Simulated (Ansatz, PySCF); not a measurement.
Process, species as SMILES: [SbH2] (SbH2) -> [SbH2-] (an electron is taken up)
Geometries: B3LYP-D3(BJ)/def2-TZVP minima from Ansatz (a first-principles code).

Property: adiabatic electron affinity (0 K, with B3LYP-D3(BJ) harmonic zero-point energies from PySCF), positive where the reaction releases energy, in eV. Valence correlation only, unless marked. UHF or UKS for open shells. No spin-orbit coupling. Frozen are the shells of the preceding noble gas and the d and f shells that filled before the atom's block. In def2 rows, elements after Kr have scalar-relativistic effective core potentials. Anions need diffuse functions: def2-D sets add few; the other sets have none. Basis-set limits of correlation are two-point, X^-3; Hartree-Fock from the larger set.

```csv
level,program,adiabatic electron affinity (eV)
BP86-D3(BJ)/def2-TZVPD,PySCF + dftd3,1.37
r2SCAN/def2-TZVPD,Ansatz,1.18
wB97M-V/def2-TZVPD,Ansatz,1.23
"RI-MP2/CBS(def2-TZVPPD,def2-QZVPPD)",Ansatz,1.29
CCSD/def2-QZVPPD,Ansatz,1.21
CCSD(T)/def2-QZVPP,Ansatz,1.27
"CCSD(T)/CBS(def2-TZVPPD,def2-QZVPPD)",Ansatz,1.34
```
